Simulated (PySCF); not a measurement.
This PySCF input asks for the NMR shieldings of `CC[Si@@H](Cl)SCSC`, C4H11ClS2Si; the geometry comes from GFN2-xTB.

```python
import basis_set_exchange as bse
import numpy as np
from pyscf import gto, dft
from pyscf.prop import nmr

atoms = """
C    -2.620346   -1.185524   -0.804804
C    -2.668059    0.131914   -0.037734
Si   -0.961936    0.930523    0.175981
Cl   -1.054335    2.525604    1.415409
S     0.302960   -0.581370    1.059919
C     1.714307    0.446596    1.580683
S     2.634891    1.201444    0.217613
C     3.288129   -0.312973   -0.536884
H    -3.617408   -1.611140   -0.895570
H    -1.987139   -1.901862   -0.286877
H    -2.218907   -1.036082   -1.804042
H    -3.321108    0.832279   -0.559531
H    -3.120656   -0.043883    0.940287
H    -0.348359    1.346026   -1.079331
H     2.377949   -0.206116    2.142915
H     1.353315    1.259079    2.205337
H     3.761609   -0.027404   -1.469427
H     2.460216   -0.991809   -0.723289
H     4.015071   -0.766051    0.131655
"""
names = dict.fromkeys(["C", "Si", "Cl", "S", "H"], "pcSseg-1")
basis = {el: gto.basis.parse(bse.get_basis(n, elements=[el], fmt="nwchem")) for el, n in names.items()}
mol = gto.M(atom=atoms, basis=basis, charge=0, verbose=0)
mf = dft.RKS(mol, xc="PBE0")
mf.grids.level = 2
mf.grids.alignment = dft.numint.BLKSIZE   # the property module wants whole blocks of grid points
mf.conv_tol = 1e-9
mf.kernel()

calc = nmr.RKS(mf)   # GIAO
C = mf.mo_coeff
Co = C[:, mf.mo_occ > 0]
resp = mf.gen_response(singlet=True, hermi=2)
def vind(x):   # induced exchange potential for any number of trial vectors
    d = np.einsum("pi,xij,qj->xpq", C, 2 * x.reshape(-1, C.shape[1], Co.shape[1]), Co, optimize=True)
    return np.einsum("xpq,pi,qj->xij", resp(d - d.transpose(0, 2, 1)), C, Co, optimize=True).ravel()
mo1, _ = nmr.rhf.solve_mo1(calc, with_cphf=vind)
sigma = calc.kernel(mo1)
for i, s in enumerate(sigma):   # ppm
    print("%2d %-2s %9.2f" % (i, mol.atom_pure_symbol(i), np.trace(s) / 3))
```

Task: What are the results?

Result: 
```
 0 C     178.41
 1 C     172.49
 2 Si    331.15
 3 Cl    951.48
 4 S     591.13
 5 C     143.38
 6 S     520.65
 7 C     167.83
 8 H      30.42
 9 H      30.77
10 H      30.89
11 H      30.54
12 H      30.53
13 H      25.69
14 H      28.02
15 H      27.47
16 H      29.82
17 H      28.79
18 H      29.73
```

These numbers come from an equivalent density-fitted implementation of the same equations, which agrees with the script to about 0.01 ppm for H and up to a few tenths of a ppm for heavy atoms, so last digits may differ.

Task: Turn these shieldings into chemical shifts. Scale: ¹³C (σ = 186.93 ppm) and ²⁹Si (σ = 349.16 ppm) and ¹H (σ = 31.72 ppm) against TMS; ³⁵Cl (σ = 949.78 ppm) against HCl; ³³S (σ = 503.73 ppm) vs CS2 (reference shieldings calculated alike).

Result: Averaging equivalent atoms: C 5: 43.5; C 7: 19.1; C 1: 14.4; C 0: 8.5; Si 2: 18.0; Cl 3: -2; S 6: -17; S 4: -87; H 13: 6.03; H 15: 4.25; H 14: 3.69; H 16/17/18: 2.27; H 12: 1.19; H 11: 1.18; H 8/9/10: 1.02 ppm. 

Size and cost of the density-fitted run: 219 basis functions, 61 s wall time on 1 thread of an Arm Neoverse V1, shared host; peak memory 1.1 GiB.
